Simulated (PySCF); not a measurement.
C11H11N.
Cartesian coordinates in Å at the PBE0-D3(BJ)/def2-SVP level; atoms count from 1:
```
atom  x, y, z in Å
C1     2.787   -0.845    0.601
C2     1.808   -0.985   -0.293
C3     1.068    0.116   -0.954
C4     0.706    1.418   -0.312
C5     0.997    1.726    1.060
N6     1.240    2.016    2.155
C7    -0.401    0.413   -0.678
C8    -1.304    0.743   -1.804
C9    -2.531    0.259   -1.514
C10   -2.490   -0.386   -0.206
C11   -1.244   -0.309    0.327
C12   -0.814   -0.838    1.650
H13    3.105    0.132    0.973
H14    3.301   -1.721    1.006
H15    1.528   -1.989   -0.635
H16    1.311    0.215   -2.019
H17    0.743    2.305   -0.951
H18   -0.988    1.276   -2.702
H19   -3.416    0.331   -2.147
H20   -3.344   -0.862    0.280
H21   -0.434   -0.044    2.311
H22   -1.664   -1.322    2.152
H23   -0.003   -1.577    1.556
```

Jobs on this species (23 atoms, 84 electrons) with PySCF (density fitting). Hardware of each: an AMD EPYC 7B13 with one thread, shared host. Other jobs ran on the host; a repeat could differ by tens of per cent or more. Peak memory is the resident size of the whole Python process, interpreter and libraries included.

```
                level and settings                                                             work  basis functions  SCF cycles  wall time  peak memory
PBE0-D3(BJ)/def2-SVP, grid level 1     geometry optimisation from a GFN2-xTB start shaken at random              223           ?          ?            ?
   PBE0/pcSseg-1, IEF-PCM methanol                               shieldings, ring-centre shieldings              259          14       55 s      1.5 GiB
 PBE0/pcSseg-1, IEF-PCM chloroform  shieldings, ring-centre shieldings, charges and field gradients              259          14       58 s      1.3 GiB
```

Task: Fill in the missing figures.

Result: 
- PBE0-D3(BJ)/def2-SVP, grid level 1; geometry optimisation from a GFN2-xTB start shaken at random: 3.5 min, 1.0 GiB, 56 SCF cycles

Task: What do all jobs in the table cost together?

Result: About 5.4 min; the longest takes about 65 % of that, and about 3.8 times as long as the shortest.
